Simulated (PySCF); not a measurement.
**Electron correlation in Bi (bismuth, neutral)**

[Xe] 4f14 5d10 6s2 6p2 6d1, one real determinant (an excited configuration). Computed with PySCF 2.14 in x2c-TZVPPall with one added diffuse shell each of s, p, d, f type (12s8p7d4f, 99 functions), with the spin-free X2C one-electron Hamiltonian (Gaussian nucleus). Frozen: [Xe] 4f14 5d10; 5 electrons correlated.

```
  level  correlation energy (mhartree)
   CCSD                         -60.18
    (T)                          -2.37
CCSD(T)                         -62.55
```

Diagnostics: T1 = 0.020, D1 = 0.0599, largest double amplitude 0.148.

The real determinant used has ⟨L²⟩ near 8 against 12 for a pure F term, so it mixes terms. Spin-orbit coupling is strong in this species (close to jj coupling), so the high-spin LS determinant is a model state, not a physical level. The outer electron is Rydberg-like, and this basis confines it to a smaller radius and binds it less than a complete one would.

Cost of the coupled-cluster step: about 9 core-seconds, for 5 correlated electrons.

The reference is one real determinant that mixes LS terms of this configuration.

Spin-orbit coupling is strong in this species, so the high-spin LS determinant is a model state.
